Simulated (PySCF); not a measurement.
Indirect couplings

Molfile (atoms numbered from 1):
```
C3H5BO2
     RDKit          3D

 11 10  0  0  0  0  0  0  0  0999 V2000
   -2.5366   -0.1836    0.2580 C   0  0  0  0  0  0  0  0  0  0  0  0
   -1.1022    0.0236    0.1812 C   0  0  0  0  0  0  0  0  0  0  0  0
    0.0989    0.2165    0.1164 C   0  0  0  0  0  0  0  0  0  0  0  0
    1.6211    0.4218    0.0338 B   0  0  0  0  0  0  0  0  0  0  0  0
    2.4817   -0.6369   -0.0346 O   0  0  0  0  0  0  0  0  0  0  0  0
    2.1309    1.6777    0.0278 O   0  0  0  0  0  0  0  0  0  0  0  0
   -2.9682    0.3746    1.1035 H   0  0  0  0  0  0  0  0  0  0  0  0
   -2.7853   -1.2480    0.3903 H   0  0  0  0  0  0  0  0  0  0  0  0
   -3.0314    0.1683   -0.6608 H   0  0  0  0  0  0  0  0  0  0  0  0
    2.0206   -1.4805   -0.0270 H   0  0  0  0  0  0  0  0  0  0  0  0
    3.0930    1.6588   -0.0288 H   0  0  0  0  0  0  0  0  0  0  0  0
  1  2  1  0
  2  3  3  0
  3  4  1  0
  4  5  1  0
  4  6  1  0
  1  7  1  0
  1  8  1  0
  1  9  1  0
  5 10  1  0
  6 11  1  0
M  END
```

Indirect spin–spin couplings were computed at B3LYP/pcJ-1 (spin–dipole term only in couplings to heteroatoms) (PySCF 2.14.0 with density-fitted response routines) on a PBE0-D3(BJ)/def2-SVP structure, for the isolated molecule, without vibrational or relativistic corrections. Couplings are averaged over pairs made equivalent by symmetry, fast rotation or ring inversion, so a value needn't be that of the named pair in this geometry, while other rotamers aren't included; one pair stands for each set, and the list holds those of at least 1.5 Hz over up to four bonds, among pairs with at least one C or B or H atom (others weren't computed).

Isotopes: 13C, 1H, 11B, 17O. Couplings to quadrupolar nuclei such as 17O and 33S are rarely resolved in practice.

| pair | bonds | J (Hz) |
| --- | --- | --- |
| C1, C2 | 1 | 72.9 |
| C1, H7 | 1 | 138.1 |
| C2, C3 | 1 | 166.6 |
| C3, B4 | 1 | 128.1 |
| B4, O5 | 1 | -11.6 |
| O5, H10 | 1 | -82.0 |
| C1, C3 | 2 | ? |
| C2, B4 | 2 | 24.6 |
| C2, H7 | 2 | ? |
| C3, O5 | 2 | -10.3 |
| B4, H10 | 2 | -3.9 |
| H7, H8 | 2 | -18.4 |
| C1, B4 | 3 | ? |
| C2, O5 | 3 | ? |
| C3, H7 | 3 | 4.5 |
| C3, H10 | 3 | 6.0 |
| B4, H7 | 4 | ? |

Q: Estimate the withheld couplings, with signs.

A: 
- 2J(C1,C3) = 10.6 Hz (angle at C2 179°)
- 2J(C2,H7) = -10.7 Hz
- 3J(C1,B4) = 2.0 Hz
- 3J(C2,O5) = -1.8 Hz (mean over equivalent pairs that range from -3.0 to -0.6 Hz in this conformer)
- 4J(B4,H7) = -1.9 Hz
